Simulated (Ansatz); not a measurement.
Basis-set extrapolation for C3H7AlS (PBE0-D4/def2-TZVP geometry, frozen core, Ansatz). Multiplicity 1, RHF reference.

|  | def2-TZVPP | def2-QZVPP |
| --- | --- | --- |
| HF | -757.202120 | -757.225703 |
| MP2 correlation | -0.764850 | -0.818469 |
| CCSD(T) correlation | -0.854521 | not run |

Energies in hartree. Use E(X) = E(∞) + A·exp(−7.88·√X) for Hartree–Fock and E(X) = E(∞) + B·X^(−2.97) for correlation, with X = 3 and 4, and add CCSD(T) minus MP2 of the smaller set to the MP2 limit.

Task: What is the CCSD(T) energy at the basis-set limit?

Result: HF limit: -757.225703 + (-0.023583) × 0.13774 = -757.22895. MP2 limit: -0.818469 + (-0.053619) × 0.74074 = -0.85819. Higher-order term: -0.854521 − (-0.764850) = -0.08967. Total: -758.17681 hartree, 315.5 kJ/mol below CCSD(T)/def2-TZVPP.
